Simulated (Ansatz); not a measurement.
Species: sum formula BN₂H₄F, charge 0, multiplicity 1. 
Structure (B3LYP-D3(BJ)/def2-TZVP (Ansatz, a quantum-chemistry and plane-wave program) minimum search):
```
B
F 1 1.3555
N 1 1.4116 2 117.61
H 3 1.0033 1 124.27 2 180.00
H 3 1.0042 4 114.36 1 180.00
N 1 1.4116 2 117.61 3 180.00
H 6 1.0033 1 124.27 2 180.00
H 6 1.0042 7 114.36 1 180.00
```

Parts of the frozen-core correlation energy in cc-pVQZ (Ansatz, hartree). Frozen orbitals: 4; correlated occupied orbitals by spin: 12 and 12; virtual: 324 and 324. Spin-orbit coupling is left out. Non-relativistic.

```json
[
 {"term": "reference (HF)", "value": "-235.62376"},
 {"term": "MP2 opposite-spin", "value": "-0.63425"},
 {"term": "MP2 same-spin", "value": "-0.20170"},
 {"term": "CCSD correlation", "value": "-0.84705"},
 {"term": "(T)", "value": "-0.03093"},
 {"term": "T1 diagnostic", "value": "0.010"},
 {"term": "largest doubles amplitude", "value": "0.025"}
]
```
